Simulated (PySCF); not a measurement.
**Computed properties of SnBrI, SMILES [Br][Sn][I]**

SnBrI, SMILES [Br][Sn][I] (connectivity only; charge and spin as stated), neutral, multiplicity 1. The structure is a stationary point at B3LYP-D3(BJ)/def2-SVP. The def2 effective core potentials stand for the cores of I, Sn; spin–orbit coupling is left out. One conformer was computed; it need not be the lowest. All values are computed for the isolated molecule unless a solvent is named; none is compared with measurement here.

**Structure.** The optimised structure has Cs symmetry. All 3 harmonic modes at B3LYP-D3(BJ)/def2-SVP (PySCF) are real, so it is a minimum. With heavy atoms numbered as in [Sn:1]([Br:2])[I:3], the shortest bond between them is Sn1–Br2 at 2.562 Å and the longest Sn1–I3 at 2.773 Å.

**Vibrations.** The strongest infrared lines (harmonic, unscaled, degenerate partners summed) lie at 237 cm⁻¹ (37 km/mol, Br 59 %, Sn 41 %), 189 cm⁻¹ (30 km/mol, Sn 54 %, I 46 %). The softest mode is at 66 cm⁻¹ and the zero-point energy is 0.7 kcal/mol.

**Electronic structure.** PBE0/def2-TZVPD (PySCF) places the frontier levels at -7.46 and -3.38 eV, a gap of 4.08 eV, and gives a dipole moment of 3.01 D and a mean polarisability of 107.5 bohr³.

**Excitations.** TDDFT-M06-2X/def2-SVPD (PySCF) has S1 at 3.17 eV (391 nm, f = 0.013, weak); the most intense of the 10 singlets computed lies at 5.65 eV (f = 0.13). T1 (TDA) is at 2.13 eV. No vertical singlet excitation falls in the visible range (under 3.1 eV).
